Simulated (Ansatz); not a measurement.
Reaction (ligand exchange at the Si–C bond): `[SiH3]C=C([SiH3])[SiH3]` + `[OH][InH][Br]` → `[SiH3][O][InH][Br]` + `C=C([SiH3])[SiH3]`

Calculated with Ansatz (gas phase, PBE0-D4/def2-TZVP geometries, no zero-point term in ΔE). CBS: MP2 limit from def2 TZ/QZ plus the TZ coupled-cluster correction, frozen cores. DFT in def2-TZVPP. B3LYP here is the variant with VWN-RPA as its local correlation; programs differ in this. Elements past krypton have def2 core potentials. For Br, In outer-core shells are correlated without core-valence functions, which leaves a few kJ/mol of doubt a bond. Scalar relativity is left out up to krypton. One conformer a species, not always the lowest.

```csv
level,ΔE (kJ/mol),difference from CCSD(T)/CBS
PBE-D4,-99.7,21.1
r2SCAN-D4,-116.5,4.3
B3LYP-D4,-118.0,2.8
ωB97M-V,-119.4,1.4
PBE,-102.9,17.9
r2SCAN,-117.6,3.2
PBE0,-112.0,8.8
B3LYP,-123.0,-2.2
HF/def2-TZVPP,-150.7,-29.9
CCSD/def2-TZVPP,-126.5,-5.7
HF/def2-QZVPP,-152.2,-31.4
MP2/def2-QZVPP,-123.4,-2.6
SCS-MP2/def2-QZVPP,-128.0,-7.2
HF/CBS(def2),-152.4,-31.6
MP2/CBS(def2),-122.5,-1.7
CCSD/CBS(def2),-125.4,-4.6
CCSD(T)/CBS,-120.8,0
```

Largest T1 diagnostic among the species: 0.014.

In def2-TZVPP, CCSD(T) changes the Hartree–Fock value by +28.8 kJ/mol (the triples alone add +4.6 kJ/mol) and MP2 by +27.2 kJ/mol. The D4 term adds +5.0 kJ/mol with B3LYP and +2.8 kJ/mol with PBE0; it sums over pairs of atoms, weighted by their polarisabilities, and B3LYP, whose exchange is more repulsive, gets the larger term. From PBE to PBE0 (25 % exact exchange), in def2-TZVPP and without D4, ΔE moves by −9.2 kJ/mol.
